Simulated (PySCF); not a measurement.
Stationary points of MnN₂⁺

All numbers come from PySCF, PBE0, basis Mn def2-TZVP, N def2-TZVP (no relativity, density fitting).

Relaxations began from a few typed shapes. The search is not exhaustive: other isomers or separated fragments can lie lower, and high-lying points may rest on an excited occupation.

| spin | group | bonds | angles | imaginary modes (cm⁻¹) | ΔE (kJ/mol) | ΔE with ZPE (kJ/mol) |
| --- | --- | --- | --- | --- | --- | --- |
| singlet | C2v | Mn–N 2.046 Å (×2), N–N 1.119 Å | Mn–N–N 74.1° (×2), N–Mn–N 31.7° | none | 0.0 | 0.0 |
| singlet (closed shell, unstable to spin polarisation) | C2v | Mn–N 2.049 Å (×2), N–N 1.121 Å | Mn–N–N 74.1° (×2), N–Mn–N 31.7° | none | 22.5 | 22.0 |
| singlet (closed shell, unstable to spin polarisation) | C2v | Mn–N 1.498 Å (×2) | N–Mn–N 106.6° | none | 407.2 | 406.4 |
| singlet (closed shell, unstable to spin polarisation) | D∞h | Mn–N 1.527 Å (×2) | N–Mn–N 180.0° | 376i, 376i | 701.7 | – |

The lowest minimum found is the singlet C2v: Mn–N 2.046 Å (×2), N–N 1.119 Å; Mn–N–N 74.1° (×2), N–Mn–N 31.7°.

For the lowest minimum: stability towards spin polarisation was not tested.
